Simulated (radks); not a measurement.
Polarisability of the bromine ion Br5+, [Ar] 3d10 4s2, at imaginary frequency. All-electron calculation, scalar-relativistic Kohn-Sham, LDA (Slater exchange, VWN5 correlation), spin-polarised, spherical densities, finite nucleus; Fermi nuclear charge, rms radius 4.1629 fm. Program: a radial shooting solver on a logarithmic mesh with Libxc functionals. Response by self-consistent Sternheimer equations with the Hartree and adiabatic LDA kernel, the relativistic mass of each level held fixed and spin-orbit coupling left out.

w (hartree),alpha1(iw) (bohr^3),alpha2(iw) (bohr^5)
0.00266,3.434,4.654
0.0143,3.432,4.654
0.0360,3.426,4.651
0.0697,3.405,4.644
0.118,3.351,4.624
0.186,3.238,4.581
0.280,3.021,4.490
0.413,2.658,4.313
0.605,2.140,3.981
0.892,1.542,3.411
1.35,0.9983,2.566
2.12,0.6004,1.587
3.59,0.3411,0.7701
6.94,0.1657,0.2829
17.5,0.04760,0.06253

Static values: alpha1 = 3.434 bohr^3 (0.5088 angstrom^3; uncoupled 5.677), alpha2 = 4.654 bohr^5, alpha3 = 11.78 bohr^7. C6 = 7.592, C8 = 66.71, triple-dipole C9 = 18.14 atomic units. One-pole (London) frequency 4 C6 / (3 alpha1^2) = 0.859 hartree, against 2.997 for minus the highest occupied eigenvalue.
